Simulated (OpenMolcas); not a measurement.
**Levels of Cl by method**

```
Program             : OpenMolcas 26.06
Basis               : ANO-RCC-VTZP [5s4p2d1f]
Scalar Hamiltonian  : DKH2, point nucleus
Active space        : 7 electrons in 9 orbitals (RAS2 3s 3p; RAS3 3d, at most 2 electrons)
State averaging     : 2S+1 = 2 odd, 3 roots; 2S+1 = 2 even, 1 root
Spin-orbit coupling : RASSI with atomic mean-field integrals over the reference wave functions, term energies averaged over their components
```

Methods on the same reference wave functions:
A. RASSCF
B. SS-RASPT2, IPEA 0.25 Eh, imaginary shift 0.1 Eh (closed shells correlated: 2s 2p)
C. XMS-RASPT2, IPEA 0.25 Eh, imaginary shift 0.1 Eh (closed shells correlated: 2s 2p)

Energies in cm⁻¹ above 3s² 3p⁵ ²P°_3/2, the measured ground level; measured values from NIST Handbook of Basic Atomic Spectroscopic Data.

```json
{"Level": "3s² 3p⁵ ²P°_3/2", "A": "0.0", "B": "0.0", "C": "0.0", "Measured": "0.0"}
{"Level": "3s² 3p⁵ ²P°_1/2", "A": "781", "B": "781", "C": "781", "Measured": "882"}
{"Level": "3s 3p⁶ ²S_1/2", "A": "92904", "B": "92480", "C": "92740", "Measured": "85679"}
```

Deviations, from unrounded energies. A percentage is the sum of absolute deviations over the sum of measured energies, with the sign that they share, or ± where signs differ.

```csv
Against measurement,Levels,A,B,C
mean absolute deviation (cm-1),2,3700,3500,3600
fine structure of the ground term (%),1,-11.5,-11.5,-11.5
other configurations (%),1,+8.4,+7.9,+8.2
```

B, C lie about equally close to measurement and A furthest from it. The largest miss of B in the table is 3s 3p⁶ ²S_1/2, by +6800 cm-1. The ranking rests on the paired levels alone, and a cruder setting can come out closer through cancelling errors.

Between B and C the level of the table that moves most is 3s 3p⁶ ²S_1/2, by 260 cm-1 (lowest in B, highest in C). Moves below CASPT2's spread within the term are not significant.

The lowest spin-free term lies below A's lowest term by 0.097 hartree in B, 0.098 hartree in C.

CASPT2 does not keep the components of a term degenerate, so their means are used; among the terms shown or strongly mixed into the levels shown the widest spread is 47 cm-1 (3s² 3p⁵ ²P°, C). Active for correlation alone: 3d; no level in the range computed is led by a configuration that fills it, so any true level of that kind is missing. Some terms mix strongly with configurations of 3d, whose occupation reaches 0.34 (3s 3p⁶ ²S). Without dynamic correlation excited terms often stand tens of per cent too high (terms of higher spin than the ground term too low), and those without a measured partner can miss by more than the paired ones (holds for A). Computed and measured levels are paired by configuration, term and J; levels that our copy of the source lacks, or whose pairing is in doubt (as where it misses far off the trend of its configuration), stay unpaired and out of the deviations. Levels of configurations outside the active space are missing.

° marks odd parity.
